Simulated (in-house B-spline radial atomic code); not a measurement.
Binding energies in neutral samarium

NIST's tabulated ground configuration is [Xe] 4f6 6s2; each binding energy is the energy of the ion with one electron taken from that subshell, relaxed, less that of the parent. All numbers are computed (Dirac-Hartree-Fock, average of configuration; Fermi nucleus of rms radius 5.0819 fm) with an all-electron radial atomic-structure program (B-spline basis), not measured. Energies include first-order Breit, QED and recoil terms.

```
subshell  X-ray name  binding energy (eV)  -ε (eV)  relaxation (eV)
      1s           K              46836.3  47108.4             77.8
      2s          L1               7745.6   7812.6             45.0
   2p1/2          L2               7315.8   7386.3             48.9
   2p3/2          L3               6720.1   6781.7             46.9
      3s          M1               1732.5   1760.9             24.2
   3p1/2          M2               1548.4   1577.1             25.0
   3p3/2          M3               1425.6   1452.0             24.1
   3d3/2          M4               1110.1   1137.5             26.1
   3d5/2          M5               1084.2   1110.7             25.7
      4s          N1                360.6    372.1             10.7
   4p1/2          N2                288.5    299.6             10.4
   4p3/2          N3                261.8    272.0              9.8
   4d3/2          N4                142.1    151.3              9.1
   4d5/2          N5                137.4    146.2              8.9
      5s          O1                51.21    53.74             2.42
   5p1/2          O2                29.59    31.84             2.19
   5p3/2          O3                26.06    28.08             1.99
      4f        N6,7                 5.37    11.24             6.00
      6s          P1                 4.68     4.86             0.18
```

Relaxation = -ε minus the binding energy without Breit, QED and recoil terms.

Emission lines follow as differences of binding energies, with λ = 12398.42 eV·Å / E:

| line | holes | energy (eV) | wavelength (Å) |
| --- | --- | --- | --- |
| K-L3 | 1s → 2p3/2 | 40116.2 | 0.30906 |
| K-L2 | 1s → 2p1/2 | 39520.5 | 0.31372 |
| K-M3 | 1s → 3p3/2 | 45410.7 | 0.27303 |
| L3-M5 | 2p3/2 → 3d5/2 | 5635.9 | 2.1999 |
| L2-M4 | 2p1/2 → 3d3/2 | 6205.7 | 1.9979 |
| L1-M3 | 2s → 3p3/2 | 6320.0 | 1.9618 |
| L3-M1 | 2p3/2 → 3s | 4987.6 | 2.4858 |
| L2-N4 | 2p1/2 → 4d3/2 | 7173.7 | 1.7283 |

What screening constant σ does Moseley's law, E = (3/4)·13.6057 eV·(Z - σ)², need for K-L3?

σ = -0.70.

Moseley's non-relativistic formula needs a falling, then negative, screening constant for heavy elements, because relativity binds the 1s electron more strongly than the formula allows.

What does it cost to remove both a 3s and a 3d5/2 electron?

2865.4 eV, which is 48.64 eV more than the two single binding energies together.

What does it cost to remove both a 3p3/2 and a 5p1/2 electron?

1467.9 eV, which is 12.7 eV more than the two single binding energies together.

What does it cost to remove both a 1s and a 4d5/2 electron?

46998 eV, which is 24.33 eV more than the two single binding energies together.
